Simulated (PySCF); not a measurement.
# Telling isomers of C₈H₁₄OSi apart by NMR

Non-relativistic Hamiltonian, one conformer, equivalent nuclei averaged, no solvent model. Geometry from GFN2-xTB; PBE0/pcSseg-1 with gauge-including orbitals; PySCF 2.14.

δ = σ(ref) − σ, references computed at the same level: 1H (σ = 31.72 ppm) and 13C (σ = 186.93 ppm) against TMS. Where no couplings were computed, multiplicities follow the n + 1 count of equivalent neighbours, and m marks all less simple cases (inequivalent or close neighbours, rings, F or P nearby). Shifts are as computed. Against solution values, carbons near 30 ppm lie about +3 ppm off and those near 130 ppm about +5 ppm. Of 1309 compounds with measured shifts, 239 miss one by over three times the rms of a fit or turn the order of signals round; such compounds aren't used in these exercises.

(1) Tabulate the signals of `O=C(/C=C/C1CC1)CC[SiH3]`, `CO/C=C\[C@H](C)C1=C[SiH2]C1`, `CC#C[C@@](C)(C=O)[C@H](C)[SiH3]`, `CCOC1=C[SiH2][C@H]2C[C@@H]1C2` and their relative energies.

(2) What is the quickest way to tell CO/C=C\[C@H](C)C1=C[SiH2]C1 from CC#C[C@@](C)(C=O)[C@H](C)[SiH3]?

(3) What is the quickest way to tell O=C(/C=C/C1CC1)CC[SiH3] from CO/C=C\[C@H](C)C1=C[SiH2]C1?

(4) What is the quickest way to tell CC#C[C@@](C)(C=O)[C@H](C)[SiH3] from CCOC1=C[SiH2][C@H]2C[C@@H]1C2?

Results:

(1) 
```tsv
SMILES	carbon types	δC	δH	E rel. (kcal/mol)
O=C(/C=C/C1CC1)CC[SiH3]	1×C 3×CH 4×CH2	205.4, 166.9, 130.6, 42.4, 20.2, 12.4, 4.5	6.95 (m, 1H), 6.44 (d, 1H), 4.12 (t, 3H), 2.65 (t, 2H), 1.56 (m, 1H), 1.09 (m, 2H), 0.74 (m, 2H), 0.73 (m, 2H)	6.5
CO/C=C\[C@H](C)C1=C[SiH2]C1	1×C 4×CH 1×CH2 2×CH3	179.9, 154.1, 127.6, 116.7, 60.0, 40.0, 20.2, 19.2	6.23 (d, 1H), 5.64 (m, 1H), 4.80 (m, 1H), 4.74 (m, 1H), 4.24 (m, 1H), 3.81 (s, 3H), 3.53 (m, 1H), 2.15 (m, 1H), 1.68 (m, 1H), 1.20 (d, 3H)	23.2
CC#C[C@@](C)(C=O)[C@H](C)[SiH3]	3×C 2×CH 3×CH3	214.3, 91.5, 86.8, 50.6, 26.4, 26.4, 18.5, 4.7	9.71 (s, 1H), 4.09 (d, 3H), 2.13 (s, 3H), 1.41 (s, 3H), 1.22 (d, 3H), 0.92 (m, 1H)	27.6
CCOC1=C[SiH2][C@H]2C[C@@H]1C2	1×C 3×CH 3×CH2 1×CH3	189.7, 72.9, 64.9, 42.5, 35.7, 17.2, 17.1	4.59 (m, 2H), 3.78 (q, 2H), 3.77 (t, 1H), 2.64 (m, 2H), 2.49 (m, 1H), 1.80 (m, 1H), 1.78 (m, 2H), 1.39 (t, 3H)	0.0
```

Energies are electronic energies at PBE0/pcSseg-1 on these geometries, without zero-point or thermal terms, each for the one conformer computed, which needn't be the lowest.

(2) Both give the same number of carbon signals, but DEPT or the intensities differ. The first has a fully substituted alkene carbon (C) at 179.9 ppm, the second an alkyne carbon (C) at 91.5 ppm. Their most deshielded carbons lie at 179.9 and 214.3 ppm. In the proton spectra the most deshielded non-exchanging signals are 6.23 (d, 1H) and 9.71 (s, 1H).

(3) Count the carbon signals: 7 against 8. The first has a ketone carbonyl carbon (C) at 205.4 ppm, the second a methyl carbon bonded to O (CH3) at 60.0 ppm. Their most deshielded carbons lie at 205.4 and 179.9 ppm. In the proton spectra the most deshielded non-exchanging signals are 6.95 (m, 1H) and 6.23 (d, 1H).

(4) Count the carbon signals: 8 against 7. The first has an aldehyde carbonyl carbon (CH) at 214.3 ppm, the second an alkene carbon bearing oxygen (C) at 189.7 ppm. In the proton spectra the most deshielded non-exchanging signals are 9.71 (s, 1H) and 4.59 (m, 2H).
